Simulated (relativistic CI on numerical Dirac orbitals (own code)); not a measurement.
## Magnetism of Ni+, 3d9, in a crystal field

Calculated by Dirac-Coulomb-Breit CI, KLI orbitals optimised for each configuration, model QED (radiative potential, 1s self-energy scaled to tabulated hydrogen-like ionisation energies), valence Slater integrals scaled by 0.7, one configuration in a parametric crystal field (own radial code).

Field parameters in Wybourne normalisation: Td as Oh with Dq negative (B⁴₀ = 21Dq, B⁴₄ = √(5/14) B⁴₀). The field is a parameter set, without covalency.

S is read from ⟨S²⟩ = S(S + 1).

Powder χT (cm³ K mol⁻¹) by Van Vleck's formula, with temperature-independent terms:

| Field | 2 K | 5 K | 10 K | 20 K | 50 K | 100 K | 200 K | 300 K |
| --- | --- | --- | --- | --- | --- | --- | --- | --- |
| Td, 10Dq = -1050 cm⁻¹ | 0.383 | 0.395 | 0.414 | 0.453 | 0.57 | 0.763 | 1.08 | 1.25 |
| Td, 10Dq = -1900 cm⁻¹ | 0.381 | 0.389 | 0.402 | 0.43 | 0.511 | 0.646 | 0.892 | 1.06 |
| Td, 10Dq = -2750 cm⁻¹ | 0.38 | 0.387 | 0.398 | 0.42 | 0.488 | 0.601 | 0.812 | 0.962 |
| Td, 10Dq = -3600 cm⁻¹ | 0.379 | 0.386 | 0.396 | 0.416 | 0.476 | 0.577 | 0.768 | 0.908 |
| Td, 10Dq = -4450 cm⁻¹ | 0.379 | 0.385 | 0.394 | 0.413 | 0.469 | 0.562 | 0.74 | 0.873 |
| Td, 10Dq = -5300 cm⁻¹ | 0.379 | 0.384 | 0.393 | 0.411 | 0.464 | 0.552 | 0.721 | 0.849 |
| Td, 10Dq = -6150 cm⁻¹ | 0.379 | 0.384 | 0.392 | 0.409 | 0.46 | 0.545 | 0.707 | 0.831 |
| Td, 10Dq = -7000 cm⁻¹ | 0.379 | 0.384 | 0.392 | 0.408 | 0.457 | 0.539 | 0.697 | 0.818 |

Q: For Td, 10Dq = -5300 cm⁻¹: what effective moment follows at 300 K?

A: μ_eff = √(8χT) = 2.61 μB. The ground level has S = 0.50; the spin-only moment for S = 1/2 is 1.73 μB. The difference comes from the orbital moment, spin-orbit mixing of terms and temperature-independent paramagnetism, all larger in this ionic model than in covalent complexes.
